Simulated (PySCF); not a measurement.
Level of theory: PBE-D3(BJ)/def2-TZVP // M06-2X/def2-TZVP (PySCF). Isolated molecules, 0 K electronic values unless said otherwise. Delta-SCF ions had no search for a lower state. 

Reference species (SMILES): `B` (neutral, multiplicity 1).

| Quantity | Result |
|---|---|
| vertical ionisation energy (Delta-SCF) | 12.91 eV |
| LUMO | -3.04 eV |

Changed species: `BOC` (X = methoxy; the reference has X = H).

### Question
Give the shifts of the vertical ionisation energy (Delta-SCF) and LUMO.

### Answer
the vertical ionisation energy (Delta-SCF) decreases by 2.11 eV, to 10.80 eV; the LUMO rises by 1.71 eV, to -1.33 eV.
